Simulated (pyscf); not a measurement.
•H₂C–Zn–Cl, doublet

Gas-phase minimum from PySCF at ωB97X-D3(BJ)/def2-SVP, one conformer. Other isomers of •H₂C–Zn–Cl were not searched in full and may lie lower. 

```
C
H 1 1.0980
H 1 1.0981 2 112.92
Zn 1 1.8997 2 123.65 3 -179.95
Cl 4 2.1092 3 159.87 1 180.00
```
Charge 0, spin multiplicity 2.

Properties at ωB97X-D3(BJ)/def2-SVP:

```yaml
harmonic_wavenumbers_unscaled: 120, 125, 413, 549, 647, 650, 1369, 3147, 3248 cm⁻¹
zero_point_energy: 14.7 kcal/mol
rotational_symmetry_number: 2
Entropy of this conformer at 298 K and 1 atm, rigid rotor and harmonic oscillator, modes under 100 cm⁻¹ raised to 100: 297.4 J/(mol K)
dipole_moment: 2.38 D
Spin expectation value S2: 0.753
```

Single-point totals, which compare only within one level (frozen core for MP2 and CC):

| level | total energy (hartree) |
|---|---|
| ωB97X-D3(BJ)/def2-TZVP | -2278.91236 |
| PBE/def2-TZVP | -2278.41085 |
| r²SCAN/def2-TZVP | -2278.85877 |
| B3LYP-D3(BJ)/def2-TZVP | -2278.99756 |
| PBE0-D3(BJ)/def2-TZVP | -2278.47649 |
| M06-2X/def2-TZVP | -2278.86104 |
| ωB97M-D3(BJ)/def2-TZVP | -2279.01204 |
| UHF/def2-TZVPP | -2276.37475 |
| MP2/def2-TZVPP | -2277.53951 |
| CCSD/def2-TZVPP | -2277.48759 |
| CCSD(T)/def2-TZVPP | -2277.51928 |

Soft torsions are taken as harmonic, which can shift the entropy by several J/(mol K). The CCSD(T) − MP2 part came from Ansatz, without density fitting, on the same reference. The frozen core leaves the outer d or s,p core shells of the metals and heavy elements correlated in the MP2 and CC values, and def2-TZVPP describes them poorly, so these totals are far from the basis limit. Elements up to Kr have no core potential and no relativistic terms here.
